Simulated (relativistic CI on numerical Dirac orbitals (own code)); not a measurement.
## Spin-allowed bands of a d2 ion in an octahedral site, by hand

Problem. Take Δ = 22630 cm⁻¹ and B = 730 cm⁻¹ for a d2 ion in an octahedral site. Calculate the three spin-allowed bands.

Working.
1. The terms of highest spin are 3F (energy 0) and 3P (15B = 10950 cm⁻¹). Here the F term splits into A2 at +1.2Δ = 27156, T2 at +0.2Δ = 4526 and T1 at −0.6Δ = -13578 cm⁻¹.
2. The two T1 states mix through the element 0.4Δ: H = [[-13578, 9052], [9052, 10950]], with roots ½(H₁₁ + H₂₂) ∓ ½√[(H₂₂ − H₁₁)² + 4H₁₂²] = ½(-2628) ∓ ½(30486) = -16557 and 13929 cm⁻¹.
3. The ground term is 3T1 at -16557 cm⁻¹.
4. Bands: 3T2 21083 cm⁻¹ (474 nm), 3T1(P) 30486 cm⁻¹ (328 nm), 3A2 43713 cm⁻¹ (229 nm).

Check. Exact diagonalisation of the whole d2 shell with these parameters gives 3T2 21083, 3T1 30486, 3A2 43713 cm⁻¹. The match is exact, since without spin-orbit coupling no other term has this spin. The ratio of the second band to the first, 1.446, depends on Δ/B = 31.0 alone, which is how a Tanabe-Sugano diagram is read.
